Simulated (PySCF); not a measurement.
Method: PBE0 in PySCF with Ge def2-SVPD, F def2-SVPD; no relativity; density-fitted integrals. Open shells, if any, are unrestricted.

Q: What spin state, shape and geometry does isolated GeF₃⁻ take (every ligand bound to Ge)?

A: Counting electrons, germanium keeps 2 of its valence electrons outside its bonds, so the VSEPR class is AX3E1 and the expected shape is trigonal pyramidal (C3v), as computed. The angle of 95° is close to 90°: the heavy centre bonds with nearly pure p orbitals and keeps its lone pair s-like. The lowest minimum found is a singlet of C3v symmetry with Ge–F 1.836 Å (×3); F–Ge–F 95.2° (×3). Its harmonic wavenumbers are 203 (e), 266 (a1), 527 (e), 568 (a1) cm⁻¹ and its dipole moment is 2.20 D about the centre of mass.

This need not be the most stable arrangement of these atoms. The lowest empty level of this anion is unbound, so it and the gap depend on the basis.
